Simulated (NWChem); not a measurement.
# C₂HCl₂, doublet; SMILES ClC=[C]Cl

```xyz
5

Cl     0.3867    -1.8045     0.0000
C     -0.8511    -0.6863     0.0000
C     -0.9625     0.6376     0.0000
Cl     0.4099     1.7320     0.0000
H     -1.9423     1.1385     0.0000
```
Atoms are numbered in this order, from 1.

Level: PBE-D3(BJ)/def2-SVP, spin-unrestricted (NWChem), optimised geometry, unscaled harmonic frequencies. In the optimisation the excess spin sits in a' (Cs, its own frame).

List the harmonic frequencies with IR intensities, and the thermochemistry.


```csv
frequency (cm⁻¹),IR intensity (km/mol)
126,1.4
353,5.8
547,0.4
682,19.6
708,30.8
781,126.0
1164,12.2
1656,41.1
3144,7.3
```

```json
{
 "zero_point_energy": "13.1 kcal/mol",
 "thermal correction to the enthalpy at 298.15 K (with zero-point energy)": "16.4 kcal/mol",
 "heat capacity Cv": "13.2 cal/(mol K)",
 "entropy at 298.15 K and 1 atm (symmetry number 1, electronic part: spin degeneracy alone)": "72.6 cal/(mol K)",
 "dipole_moment": "0.48 D"
}
```

Rigid rotor and harmonic oscillator.
